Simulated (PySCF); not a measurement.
PySCF 2.14 output of an unrestricted r2SCAN calculation on a single atom or ion in aug-cc-pwCVTZ-DK, with scalar relativity by spin-free X2C-1e:

```
SCF conv_tol = 1e-09
number electrons alpha = 24  beta = 21
    J. W. Furness, A. D. Kaplan, J. Ning, J. P. Perdew, and J. Sun.,  J. Phys. Chem. Lett. 11, 8208-8215 (2020)
    J. W. Furness, A. D. Kaplan, J. Ning, J. P. Perdew, and J. Sun.,  J. Phys. Chem. Lett. 11, 9248-9248 (2020)
    J. W. Furness, A. D. Kaplan, J. Ning, J. P. Perdew, and J. Sun.,  J. Phys. Chem. Lett. 11, 8208-8215 (2020)
    J. W. Furness, A. D. Kaplan, J. Ning, J. P. Perdew, and J. Sun.,  J. Phys. Chem. Lett. 11, 9248-9248 (2020)
cycle= 1 E= -4783.35051931879  delta_E= -0.0173  |g|= 0.0467  |ddm|= 0.517
cycle= 2 E= -4783.35048948629  delta_E= 2.98e-05  |g|= 0.0519  |ddm|= 0.0936
cycle= 3 E= -4783.35092171851  delta_E= -0.000432  |g|= 0.0102  |ddm|= 0.028
cycle= 4 E= -4783.35094788622  delta_E= -2.62e-05  |g|= 0.00129  |ddm|= 0.0127
cycle= 5 E= -4783.35094901056  delta_E= -1.12e-06  |g|= 0.000331  |ddm|= 0.00498
cycle= 6 E= -4783.35094905793  delta_E= -4.74e-08  |g|= 6.98e-05  |ddm|= 0.000707
cycle= 7 E= -4783.35094906006  delta_E= -2.13e-09  |g|= 7.98e-06  |ddm|= 0.000166
cycle= 8 E= -4783.35094906008  delta_E= -2e-11  |g|= 8.86e-07  |ddm|= 4.59e-05
converged SCF energy = -4783.35094906008  <S^2> = 3.7517683  2S+1 = 4.000884
```

The run itself started from symmetry-adapted Hartree-Fock orbitals and held the occupation by maximum overlap, on a logarithmic radial grid, so the iterations belong to that start.

Question: Which element, charge and spin multiplicity is this?

Answer: Rh (rhodium, neutral), multiplicity 4; the state was [Kr] 4d8 5p1, one real determinant (an excited configuration).

⟨L²⟩ = 14.04 against 20 for a pure G term, so this real determinant mixes terms.
